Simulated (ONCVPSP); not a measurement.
# What one change does to a pseudopotential (hafnium (Hf), ONCV)

```
Element                 : hafnium
Generator               : ONCVPSP 4.0.1
Type                    : optimised norm-conserving Vanderbilt (ONCV)
Functional              : PBE
Relativity              : non-relativistic
Frozen core             : [Kr] 4d10 4f14
Valence charge          : 12
Reference configuration : 5s2 5p6 5d2 6s1 6p1
Partial waves           : 5s+6s: rc 1.95 bohr, ncon 4, nbas 8, qcut 7.6 1/bohr, 2 projectors; 5p+6p: rc 1.95 bohr, ncon 4, nbas 8, qcut 8.8 1/bohr, 2 projectors; 5d: rc 2.65 bohr, ncon 3, nbas 8, qcut 7.2 1/bohr, 2 projectors, debl 1 Ha
Local potential         : polynomial inside 1.65 bohr (lpopt 1, dvloc0 0 Ha)
Core correction         : Teter function fitted to the true core (icmod 2), fcfact 0.4
```

All-electron outer shells of the reference configuration (PBE, non-relativistic, ld1.x):

```
shell  level (eV)  outermost node (bohr)  outermost maximum (bohr)
   4d     -210.25                   0.23                      0.47
   5s      -56.85                   0.60                      1.10
   5p      -34.96                   0.62                      1.20
   4f      -24.67                      –                      0.45
   6s       -5.08                   1.49                      3.15
   5d       -4.73                   0.67                      1.63
   6p       -2.06                   1.71                      4.10
```

Change: s: qcut 10.1.

Cutoffs: the cutoffs (Ha) at which the residual kinetic energy of the hardest occupied pseudo-wave falls to 1 and 0.1 mHa per electron; they do not see the model core or the augmentation charge, which bear on the density cutoff. Errors are all-electron minus pseudo energies relative to the spin-unpolarised reference configuration.

Task: Predict the effect on cutoff, ghosts and configuration errors.

Result: The potential gets harder (19 Ha and 25 Ha → 19 Ha and 31 Ha); the number of tests with a reliable result goes from 4 to 3; the errors of the 3 common tests hardly move; the range in which the s phases agree narrows (upper end at the end of the scan → 3.1); neither file shows a bound ghost. The waves are optimised to have the least kinetic energy above qcut, so the cutoff follows it (qcut²/2 in Ha).

```csv
quantity,base,changed
"cutoff, loose",19 Ha,19 Ha
"cutoff, tight",25 Ha,31 Ha
loose cutoff by channel,"s 17 Ha, p 19 Ha, d 12 Ha","s 19 Ha, p 19 Ha, d 12 Ha"
bound ghosts,none,none
GHOST(+) flags under 300 eV,none,s at 88.4 eV
tests with a reliable result,4 of 4,3 of 4
"error for 5s2 5p6 5d2 6s2 6p0, meV [ΔE -2.95 eV]",+0.6,+0.7
"error for 5s2 5p6 5d2 6s1 6p0, meV [ΔE 4.11 eV]",+0.6,+0.6
"error for 5s2 5p6 5d2 6s1.5 6p0, meV [ΔE -0.11 eV]",+0.2,+0.2
s: phases at 1.98 bohr within 0.05 rad from the reference energy up to (Ha; the scan ends near 5),to the end of the scan,3.1
p: phases at 1.98 bohr within 0.05 rad from the reference energy up to (Ha; the scan ends near 5),to the end of the scan,to the end of the scan
d: phases at 2.69 bohr within 0.05 rad from the reference energy up to (Ha; the scan ends near 5),to the end of the scan,to the end of the scan
"rms error of d²Exc/dni dnj with the model core, mHa",0.29,0.27
```
